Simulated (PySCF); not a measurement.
A calculated (PBE0, PySCF 2.14, x2c-TZVPPall, the spin-free X2C one-electron Hamiltonian (Gaussian nucleus)) atom or ion has these occupied shells.

| shell | electrons | orbital energy (eV) | rms radius, mean of both spins (bohr) |
| --- | --- | --- | --- |
| 1s α | 1 | -123.85 | 0.487 |
| 1s β | 1 | -123.56 | 0.487 |
| 2p α | 1 | -11.797 | 2.58 |

Problem. Name the element and its charge.

Solution. Be⁺ (beryllium, charge +1), in [He] 2p1, 2P determinant (an excited configuration).
